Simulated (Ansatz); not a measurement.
GeH6OP+: structure from calculated spectroscopic constants

These gas-phase data were calculated for one isomer of GeH6OP+ at r2SCAN-D4/def2-SVP (harmonic, unscaled wavenumbers; equilibrium rotational constants with average atomic masses):

```
rotational constants            : 8.102, 3.219, 2.431 GHz
all wavenumbers above 1500 cm⁻¹ : 3811, 3711, 2435, 2412, 2231, 2197, 1596
```

Candidates:

(1) `[OH2+][GeH2][PH2]`, a singlet
(2) `[OH][GeH2][PH3+]`, a singlet
(3) `[PH3+][O][GeH3]`, a singlet

Task: Which structure fits?

Result: Candidate (1). The band at 3811 cm⁻¹ lies where the O–H stretch is expected; (3) has no mode between 3300 and 4000 cm⁻¹. 2 modes lie between 3300 and 4000 cm⁻¹, one for each O–H bond, while (2) has 1.

The same quantities for all candidates:

|  | rotational constants (GHz) | wavenumbers above 1500 cm⁻¹ | E above the lowest, r2SCAN-D4/def2-SVP (kcal/mol) |
| --- | --- | --- | --- |
| (1) | 8.102, 3.219, 2.431 | 3811, 3711, 2435, 2412, 2231, 2197, 1596 | 0.0 |
| (2) | 10.14, 2.873, 2.379 | 3820, 2517, 2512, 2474, 2250, 2202 | 0.0 |
| (3) | 32.44, 1.844, 1.818 | 2535, 2502, 2474, 2266, 2236, 2209 | 2.1 |

Harmonic stretches to hydrogen usually lie a few per cent above observed fundamentals. Each candidate is one conformer. Programs: Ansatz 0.2.0.
